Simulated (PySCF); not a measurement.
The scaffold vinyl-X carries different groups X. Isolated molecules, 0 K electronic values unless said otherwise. One relaxed conformer stands for each flexible species; it need not be the lowest. Strings in code marks are SMILES.

The four lowest singlet excitations (Tamm–Dancoff). Computed with PBE-D3(BJ)/def2-TZVP // B3LYP-D3(BJ)/def2-TZVP (PySCF). Excitations are Tamm–Dancoff values on a coarser integration grid. The basis has no diffuse functions, so Rydberg states are missing or too high.

```json
[
 {"state": "S1", "energy (eV)": "6.03", "wavelength (nm)": "206", "oscillator strength": "0.019"},
 {"state": "S2", "energy (eV)": "6.66", "wavelength (nm)": "186", "oscillator strength": "0.191"},
 {"state": "S3", "energy (eV)": "6.68", "wavelength (nm)": "186", "oscillator strength": "0.256"},
 {"state": "S4", "energy (eV)": "7.21", "wavelength (nm)": "172", "oscillator strength": "0.001"}
]
```

### Question
Which member gives these states?
A. `C=COC` (C–C–O–C torsion 178°)
B. `C#CC=C`
C. `C=CN`
D. `C=CC=S` (C–C–C–S torsion 180°)

### Answer
A, `C=COC` (C–C–O–C torsion 178°)
